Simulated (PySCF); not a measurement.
# Electron correlation in N²⁺ (nitrogen, charge +2)

[He] 2s2 2p1, 2P determinant. Computed with PySCF 2.14 in cc-pVDZ, with the non-relativistic Hamiltonian (point nucleus). Frozen: 1s2; 3 electrons correlated.

MP2 pair energies summed by pair of shells (mhartree):

```tsv
pair	energy	share (%)
2s-2s	-29.61	64.7
2s-2p	-16.16	35.3
```

Total MP2 correlation energy: -45.77 mhartree.

Same-spin part -2.32 and opposite-spin part -43.45 mhartree; SCS-MP2 scales them by 1/3 and 6/5 to -52.91 mhartree.

```tsv
level	correlation energy (mhartree)
CCSD	-74.32
(T)	-0.54
CCSD(T)	-74.86
```

Diagnostics: T1 = 0.0065, D1 = 0.0121, largest double amplitude 0.139.

Cost of the coupled-cluster step: 0.06 s of wall time on 1 thread of Intel(R) Xeon(R) 6975P-C (shared host), for 3 correlated electrons.

Iterations:

```
CC2 = 0
CCSD nocc = (np.int64(2), np.int64(1)), nmo = (13, 13)
frozen orbitals [[0], [0]]
max_cycle = 100
direct = 0
conv_tol = 1e-08
conv_tol_normt = 1e-06
diis_space = 8
diis_start_cycle = 0
Init t2, MP2 energy = -0.0457718246253705
Init E_corr(UCCSD) = -0.0457718246256789
cycle = 1  E_corr(UCCSD) = -0.0619581274989778  dE = -0.0161863029  norm(t1,t2) = 0.053678
cycle = 2  E_corr(UCCSD) = -0.0685563774849113  dE = -0.00659824999  norm(t1,t2) = 0.0257946
cycle = 3  E_corr(UCCSD) = -0.0744027267783278  dE = -0.00584634929  norm(t1,t2) = 0.0129129
cycle = 4  E_corr(UCCSD) = -0.0742932950739718  dE = 0.000109431704  norm(t1,t2) = 0.000851868
cycle = 5  E_corr(UCCSD) = -0.0743264436967368  dE = -3.31486228e-05  norm(t1,t2) = 0.000105969
cycle = 6  E_corr(UCCSD) = -0.0743128682279714  dE = 1.35754688e-05  norm(t1,t2) = 2.36672e-05
cycle = 7  E_corr(UCCSD) = -0.0743170822534576  dE = -4.21402549e-06  norm(t1,t2) = 8.70926e-06
cycle = 8  E_corr(UCCSD) = -0.0743169522149099  dE = 1.30038548e-07  norm(t1,t2) = 7.03827e-07
cycle = 9  E_corr(UCCSD) = -0.0743168954185725  dE = 5.67963374e-08  norm(t1,t2) = 2.51465e-07
cycle = 10  E_corr(UCCSD) = -0.0743168411496883  dE = 5.42688842e-08  norm(t1,t2) = 1.24842e-07
cycle = 11  E_corr(UCCSD) = -0.0743168392545181  dE = 1.89517023e-09  norm(t1,t2) = 5.18532e-09
UCCSD converged
E(UCCSD) = -52.87996100763221  E_corr = -0.07431683925451811
UCCSD(T) correction = -0.000542999051027313
```
